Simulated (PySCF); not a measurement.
**MF₄ across group 14**

Level: PBE0, basis family def2-SVP, scalar-relativistic core potentials from Rb on and no relativity for lighter atoms.

Each entry is the lowest minimum that a search over a few typed start shapes (and spin states, where more than one is plausible) found, or that minimum re-optimised at the stated level; isomers with ligand–ligand bonds, or fragments after loss of a ligand pair, can lie lower. Open shells are unrestricted; no spin–orbit coupling; PySCF with density fitting.

```csv
molecule,2S+1,point group,mean bond to the central atom (Å),gap (eV),atomisation (kJ/mol),polar-tensor charge of the central atom
SiF₄,1,Td,1.586,12.98,2245,2.37
GeF₄,1,Td,1.698,10.74,1850,2.28
SnF₄,1,Td,1.902,8.30,1596,2.30
```

The bond lengthens at every step; the largest change, 0.204 Å, falls between GeF₄ and SnF₄ among the members listed.

Left out of the table are members whose search was unfinished or whose lowest solution was spin-contaminated, unstable, very soft or bonded differently.
